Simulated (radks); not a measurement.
Excited configurations of Cr: one electron is placed in a higher orbital outside [Ar] 3d5. The ground configuration is [Ar] 3d5 4s1. Calculated with a radial shooting solver on a logarithmic mesh with Libxc functionals: Dirac Kohn-Sham, PBE, spin-unpolarised, spherical densities, point nucleus; open shells fill j = l - 1/2 first. Excitation = E - E(ground); binding = E(ion) - E, where the ion is the core of charge +1; n* = 1/sqrt(2 binding) in atomic units, and the quantum defect is n - n*.

| outer orbital | excitation (eV) | binding (eV) | n* | quantum defect |
|---|---|---|---|---|
| 4p1/2 | 3.098 | 3.797 | 1.893 | 2.107 |
| 4f5/2 | 5.985 | 0.911 | 3.865 | 0.135 |
| 5p1/2 | 5.161 | 1.734 | 2.801 | 2.199 |
| 5f5/2 | 6.267 | 0.628 | 4.653 | 0.347 |
| 6p1/2 | 5.888 | 1.008 | 3.675 | 2.325 |
| 6d3/2 | 6.237 | 0.659 | 4.545 | 1.455 |
| 7p1/2 | 6.234 | 0.662 | 4.535 | 2.465 |
| 7d3/2 | 6.426 | 0.470 | 5.382 | 1.618 |
| 7f5/2 | 6.554 | 0.342 | 6.311 | 0.689 |

The Delta-SCF ionisation energy is 6.896 eV (NIST Atomic Spectra Database: 6.767 eV, measured). Self-interaction in the functional shifts the binding energies and quantum defects, so they are the method's values and not measured ones. Spin polarisation and multiplet splitting are left out, so open shells lie too high by an amount that depends on their filling.

Beside tabulated values, note that spin-unpolarised runs miss the spin-polarisation part of the exchange energy of open shells.
